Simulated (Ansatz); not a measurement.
CsBr, closed-shell singlet (the spin of the measured ground state), most abundant isotopes (78.9183 and 132.9055 u). Constants from fifth-degree fits in 1/R to seven points on the lowest solution found; no spin–orbit coupling, no relativity up to Kr; ω_e x_e and α_e move by some per cent with the fit.

Correlated levels freeze the inner cores; with def2 sets outer-core shells near the valence are correlated too.

Codes used: Ansatz (a program for electronic structure) with Gaussian orbitals. Values without a source in brackets are computed. In def2 rows elements past Kr take small-core potentials, without spin–orbit coupling.

Total energies (hartree; each atom in its lowest state at that level) and vibrational constants (cm⁻¹):

| level | E(CsBr) at r_e | E(Br) | E(Cs) | ω_e | ω_e x_e |
|---|---|---|---|---|---|
| PBE/def2-TZVPP | -2594.016663 | -2573.720720 | -20.147137 | 146 | 0.38 |
| B3LYP/def2-TZVPP | -2594.435756 | -2574.140958 | -20.149577 | 143 | 0.37 |
| wB97M-V/def2-TZVPP | -2594.187147 | -2573.967826 | -20.066315 | 147 | 0.36 |
| CCSD(T)/def2-QZVPP | -2593.200295 | -2573.008471 | -20.041473 | 146 | 0.35 |

Question: Work out D_e and D₀ in eV.

Answer: 
D_e = E(Br) + E(Cs) − E(molecule), times 27.2114 eV; D₀ = D_e − (ω_e/2 − ω_e x_e/4)/8065.54.
- PBE/def2-TZVPP: D_e = 4.049, zero point 0.009, D₀ = 4.040 eV
- B3LYP/def2-TZVPP: D_e = 3.952, zero point 0.009, D₀ = 3.943 eV
- wB97M-V/def2-TZVPP: D_e = 4.164, zero point 0.009, D₀ = 4.154 eV
- CCSD(T)/def2-QZVPP: D_e = 4.091, zero point 0.009, D₀ = 4.082 eV
No counterpoise correction is made.
